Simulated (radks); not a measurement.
Results of a calculation; reference values are marked as such.
Spin polarisation of the 4f12 shell in Tm3+. Start: [Xe] 4f(up 6, down 6); electrons of 4f are moved from spin down to spin up, other shells keep equal spins. Code: a radial shooting solver on a logarithmic mesh with Libxc functionals. Model: scalar-relativistic Kohn-Sham, PBEsol, spin-polarised, spherical densities, finite nucleus; Fermi nuclear charge, rms radius of each element as measured or else 0.836 A^(1/3) + 0.57 fm.

moment (Bohr magnetons) = 0: E - E(0) (eV) 0.000; e(4f up) (eV) -35.794; e(4f down) (eV) -35.794; 5p down minus up (eV) 0.000
moment (Bohr magnetons) = 0.5: E - E(0) (eV) -0.051; e(4f up) (eV) -35.993; e(4f down) (eV) -35.589; 5p down minus up (eV) 0.151
moment (Bohr magnetons) = 1: E - E(0) (eV) -0.202; e(4f up) (eV) -36.185; e(4f down) (eV) -35.377; 5p down minus up (eV) 0.302
moment (Bohr magnetons) = 1.5: E - E(0) (eV) -0.455; e(4f up) (eV) -36.372; e(4f down) (eV) -35.160; 5p down minus up (eV) 0.454
moment (Bohr magnetons) = 2: E - E(0) (eV) -0.808; e(4f up) (eV) -36.551; e(4f down) (eV) -34.935; 5p down minus up (eV) 0.605

At moment 2 the spin-polarisation energy is -0.808 eV and the 4f exchange splitting 1.616 eV, that is 0.808 eV per Bohr magneton; E = -I m^2/4 would give I = 0.808 eV.
